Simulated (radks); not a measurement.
The numbers below are computed, except where a source is named.
La+, 56 electrons, occupied as [Xe] 5d2.

Code: a radial shooting solver on a logarithmic mesh with Libxc functionals. Model: scalar-relativistic Kohn-Sham, RPBE, spin-polarised, spherical densities, finite nucleus; open shells are filled with parallel spins first (spin-orbit coupling, left out, can overturn this in heavy ions); Fermi nuclear charge, rms radius 4.855 fm.

Energy parts (Ry):
| part | energy |
|---|---|
| total | -16986.1675 |
| kinetic | 17966.0063 |
| electron-nucleus | -41089.9934 |
| Hartree | 6544.7386 |
| exchange-correlation | -406.9191 |

Orbitals (lengths in bohr, moments of r in powers of bohr; <r^-3> diverges for s and p1/2; r(90%) holds 90 % of the orbital's charge):
orbital  occ.  eigenvalue (Ry)      <r^4>  r(90%)      <r>  <r^-3>
1s down     1        -2848.349  1.918e-06  0.0452  0.02507       -
1s up       1        -2848.349  1.918e-06  0.0452  0.02507       -
2s up       1        -453.6603  0.0003186   0.166   0.1074       -
2s down     1        -453.6563  0.0003185   0.166   0.1074       -
2p up       3        -406.6032  0.0002326   0.153  0.09425    7486
2p down     3        -406.6003  0.0002326   0.153  0.09425    7486
3s up       1        -97.24205    0.01307   0.418   0.2851       -
3s down     1        -97.24050    0.01307   0.418   0.2851       -
3p up       3        -82.21546    0.01367   0.424   0.2832    1485
3p down     3        -82.21368    0.01366   0.424   0.2832    1485
3d up       5        -60.63784    0.01145   0.407   0.2599   203.9
3d down     5        -60.63477    0.01145   0.407   0.2599   203.9
4s up       1        -19.85279     0.3384   0.939   0.6541       -
4s down     1        -19.84717     0.3385   0.939   0.6542       -
4p up       3        -14.96637     0.4451    1.01   0.6929   316.6
4p down     3        -14.96161     0.4452    1.01   0.6930   316.4
4d up       5         -7.89530     0.7604    1.15   0.7673   35.52
4d down     5         -7.89104     0.7584    1.15   0.7672   35.51
5s up       1         -3.14590      11.31    2.26    1.570       -
5s down     1         -3.10276      10.92    2.24    1.558       -
5p up       3         -1.95368      21.77    2.66    1.825   44.45
5p down     3         -1.89005      21.06    2.64    1.806   46.01
4f up       0         -0.59148      12.48    2.13    1.210   3.559
4f down     0         -0.56955      10.46    2.05    1.177   3.659
6s up       0         -0.56459      581.9    6.10    4.182       -
5d up       2         -0.55588      171.7    4.46    2.863   2.340
5d down     0         -0.47102      176.3    4.49    2.885   2.351

The highest occupied level is 5d up at -7.563 eV. The configuration is held as typed, so some empty levels lie below it. The spin density at the nucleus is -3.373 e/bohr^3 (1s 0.007, 2s -0.191, 3s -0.025, 4s 0.334, 5s -3.498).
